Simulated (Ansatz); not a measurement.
System: C$_{2}$H$_{7}$O$_{2}$Si, charge -1, multiplicity 1. It need not be the lowest isomer of its formula. Whether it binds its extra electron was not tested at this geometry. 
Geometry from a B3LYP-D3(BJ)/def2-TZVP (Ansatz, an electronic-structure program) optimisation:
```
Si
O 1 1.7051
H 2 0.9617 1 108.81
O 1 1.7229 2 97.08 3 4.10
H 4 0.9630 1 104.17 2 138.86
C 1 1.7489 2 119.26 3 127.95
H 6 1.0869 1 120.28 2 125.71
H 6 1.0871 7 114.28 1 163.88
C 1 1.9011 2 105.64 3 -103.05
H 9 1.0931 1 111.17 2 -56.37
H 9 1.0940 10 108.07 1 121.51
H 9 1.0946 10 108.16 11 116.61
```
Charge -1, spin multiplicity 1.

Total electronic energies in hartree. Correlated levels leave the core frozen unless marked. No spin-orbit coupling. No relativistic terms. Basis-set limits of correlation are two-point, X^-3; Hartree-Fock from the larger set. The bracket is a focal-point correction in the basis named.

```json
[
 {"level": "revPBE-D4/def2-TZVPD", "program": "Ansatz + dftd4", "energy (Eh)": "-520.47323"},
 {"level": "r2SCAN-D3(BJ)/def2-TZVPD", "program": "Ansatz + dftd3", "energy (Eh)": "-520.43637"},
 {"level": "PBE0/STO-3G", "program": "Ansatz", "energy (Eh)": "-513.44417"},
 {"level": "PBE0/6-31G*", "program": "Ansatz", "energy (Eh)": "-520.02325"},
 {"level": "BHLYP-D4/def2-TZVPD", "program": "Ansatz + dftd4", "energy (Eh)": "-520.46444"},
 {"level": "LC-wPBE/def2-TZVPD", "program": "Ansatz", "energy (Eh)": "-520.35622"},
 {"level": "B2GP-PLYP/def2-TZVPD", "program": "Ansatz", "energy (Eh)": "-520.20327"},
 {"level": "RPA@PBE/cc-pV(T+d)Z", "program": "Ansatz", "energy (Eh)": "-520.15634"},
 {"level": "MP2/cc-pV(D+d)Z", "program": "Ansatz", "energy (Eh)": "-519.31024"},
 {"level": "MP2/aug-cc-pV(Q+d)Z", "program": "Ansatz", "energy (Eh)": "-519.74277"},
 {"level": "SCS-MP2/6-31G", "program": "Ansatz", "energy (Eh)": "-518.83582"},
 {"level": "CCSD(T)/6-31G", "program": "Ansatz", "energy (Eh)": "-518.88343"},
 {"level": "CCSD(T) with core electrons (1s frozen past Ne)/cc-pwCVTZ", "program": "Ansatz", "energy (Eh)": "-520.17702"},
 {"level": "RI-MP2/CBS(aug-cc-pV(T+d)Z,aug-cc-pV(Q+d)Z)+[CCSD(T)-MP2]/aug-cc-pV(T+d)Z", "program": "Ansatz", "energy (Eh)": "-519.8580"},
 {"level": "CCSD(T)/CBS(aug-cc-pV(T+d)Z,aug-cc-pV(Q+d)Z)", "program": "Ansatz", "energy (Eh)": "-519.8459"}
]
```

Totals of different functionals don't rank their quality; only differences between species are comparable.
